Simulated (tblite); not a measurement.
C6H7ClF4O.
Atom-mapped SMILES: `[F:1][CH2:2][C@@H:3]1[O:4][C@@H:5]([C:6]([F:7])([F:8])[F:9])[CH2:10][C@H:11]1[Cl:12]` (hydrogens: H13, H14 on C2; H15 on C3; H16 on C5; H17, H18 on C10; H19 on C11)

Computed geometry: GFN2-xTB, gas phase.

(1) What internal coordinates does the optimisation give?

## Answers

(1) 
| bond | length (pm) | order |
| --- | --- | --- |
| F1–C2 | 137.0 | single |
| C2–C3 | 152.8 | single |
| C3–O4 | 142.2 | single |
| O4–C5 | 141.0 | single |
| C5–C6 | 153.1 | single |
| C6–F7 | 134.4 | single |
| C6–F8, C6–F9 | 133.4 | single |
| C5–C10 | 153.1 | single |
| C10–C11 | 152.5 | single |
| C11–Cl12 | 177.3 | single |
| C3–C11 | 153.7 | single |
| C2–H13 | 109.4 | single |
| C2–H14 | 109.3 | single |
| C3–H15 | 109.9 | single |
| C5–H16 | 110.1 | single |
| C10–H17 | 108.7 | single |
| C10–H18 | 109.2 | single |
| C11–H19 | 109.2 | single |

Bonds in one row agree within 1 pm and their mean is given. Orders are formal, as drawn. A selection of angles:
| angle | degrees |
| --- | --- |
| F1–C2–C3 | 110.5 |
| C2–C3–O4 | 109.9 |
| C2–C3–C11 | 113.0 |
| O4–C3–C11 | 106.3 |
| C3–O4–C5 | 110.8 |
| O4–C5–C6 | 108.7 |
| O4–C5–C10 | 107.2 |
| C6–C5–C10 | 111.7 |
| C5–C6–F7 | 110.6 |
| C5–C6–F8 | 112.6 |
| F7–C6–F8 | 106.8 |
| C5–C10–C11 | 101.3 |
| C10–C11–Cl12 | 112.7 |
| C3–C11–C10 | 103.1 |
| C3–C11–Cl12 | 111.7 |

Dihedral angles: F1–C2–C3–O4 69° (synclinal); C2–C3–O4–C5 -129° (anticlinal); C3–O4–C5–C6 -136° (anticlinal); O4–C5–C6–F7 177° (antiperiplanar); O4–C5–C10–C11 30°; C5–C10–C11–Cl12 -153° (antiperiplanar); C2–C3–C11–C10 146° (anticlinal).

The 5-membered ring C3–O4–C5–C10–C11 has internal angles of 101.3° to 110.8°; it is puckered, 0.15 Å rms from its mean plane, widest ring torsion 32°. Of the pairs four or more bonds apart, F1···H19 is among the closest relative to their van der Waals radii: 2.37 Å, 89 % of the sum of Bondi's values. O4 (cyclic ether oxygen) is bent (angle 110.8°). The 4 C–F bonds span 1.333 Å (C6–F8, drawn single) to 1.370 Å (F1–C2, drawn single), a spread of 0.037 Å.

Point group: C1 (no symmetry element, even within 0.4 Å). GFN2-xTB frequencies show an imaginary mode (25i cm⁻¹), so the point is no minimum at that level.

On one thread of an Intel Xeon Platinum 8259CL at 2.50 GHz, shared host with 48 logical CPUs at a one-minute load of 34, this took 1.1 s of wall time. That covers the optimisation of the geometry.
